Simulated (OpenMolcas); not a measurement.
Ni6+.

```
Program             : OpenMolcas
Basis               : ANO-RCC-VQZP [7s6p4d3f2g1h]
Scalar Hamiltonian  : DKH2, point nucleus
Active space        : 4 electrons in 5 orbitals (3d)
State averaging     : 2S+1 = 5 even, 5 roots; 2S+1 = 3 even, 45 roots; 2S+1 = 1 even, 50 roots
Spin-orbit coupling : state interaction with AMFI integrals over the reference wave functions, term energies averaged over their components
```

Two sets of levels on these reference wave functions, in cm-1 above 3d4 5D0: one from CASSCF and one from MS-CASPT2, IPEA 0.25 Eh, imaginary shift 0.1 Eh (closed shells correlated: 3s 3p).

| Level | Set 1 | Set 2 |
| --- | --- | --- |
| 3d4 5D0 | 0.0 | 0.0 |
| 3d4 5D1 | 284 | 277 |
| 3d4 5D2 | 821 | 805 |
| 3d4 5D3 | 1570 | 1551 |
| 3d4 5D4 | 2490 | 2480 |
| 3d4 3H4 | 32100 | 33940 |
| 3d4 3H5 | 32750 | 34540 |
| 3d4 3H6 | 33430 | 35180 |
| 3d4 3P0(1) | 30450 | 35720 |
| 3d4 3P1(1) | 32140 | 37340 |
| 3d4 3F2(1) | 34730 | 39220 |
| 3d4 3F3(1) | 34820 | 39280 |
| 3d4 3F4(1) | 35110 | 39550 |
| 3d4 3P2(1) | 34850 | 40060 |
| 3d4 3G3 | 38780 | 42950 |
| 3d4 3G4 | 39440 | 43610 |

**Question.** Which set is which?

**Answer.** Set 1 is MS-CASPT2. Its levels of the other terms of 3d4 lie at 0.85 to 0.95 of the other set's values, as expected, since terms of lower spin or lower L gain more correlation energy than the Hund ground term. Against 15 measured levels (Corliss and Sugar, J. Phys. Chem. Ref. Data 10, 197 (1981)) the mean absolute deviation is 360 cm-1 with it and 3200 cm-1 without; single levels miss by up to 700 cm-1 with it.

CASPT2 does not keep the components of a term degenerate, so their means are used; among the terms shown or strongly mixed into the levels shown the widest spread is 250 cm-1 (3d4 3H, MS-CASPT2). Without dynamic correlation excited terms often stand tens of per cent too high (terms of higher spin than the ground term too low), and those without a measured partner can miss by more than the paired ones (holds for CASSCF). Computed and measured levels are paired by configuration, term and J; levels that our copy of the source lacks, or whose pairing is in doubt (as where it misses far off the trend of its configuration), stay unpaired and out of the deviations. Only configurations of the active space appear. Levels that lie high or do not pair safely by name in every column are left out.

A number in round brackets counts repeated terms of one configuration in the order of the reference energies.
